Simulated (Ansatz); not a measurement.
The B1–H3 bond of BFHI (SMILES FBI) is stretched (multiplicity 1, the rest rigid).
Geometry at rest (charge 0, multiplicity 1):
```xyz
4

B     -0.24475    -1.33346     0.80642
F      0.79230    -1.74376     1.49668
H     -1.26010    -1.94583     0.81786
I     -0.08768     0.45862    -0.34566
```

Correlated levels freeze the cores. Filled d and f shells under p-block atoms count as core.

Programs: Ansatz (a first-principles code).  In def2 rows elements past Kr take small-core potentials, without spin–orbit coupling.

Energies above the point at 1.186 Å (the B3LYP-D3(BJ) bond length), FIC-MRCISD+Q on CASSCF(2,2)/def2-TZVPP (kcal/mol): 4.96 at 1.067 Å; 3.31 at 1.304 Å; 107.12 at 3.794 Å.

**Question.** Take the last value as the depth D of a Morse curve D(1 − e^(−a(R − R₀)))², fit a and R₀ to the two near points, and test it at 1.601 and 2.075 Å.

**Answer.** 
With D = 107.1, both near points (counted from the curve's value at 1.186 Å) are met by a = 1.64 Å⁻¹ and R₀ = 1.186 Å, so k = 2Da² = 575 kcal/(mol Å²). The curve then gives 26.0 and 63.0 kcal/mol; the level itself gives 26.3 and 66.0, so Morse is off by -0.2 and -3.0.
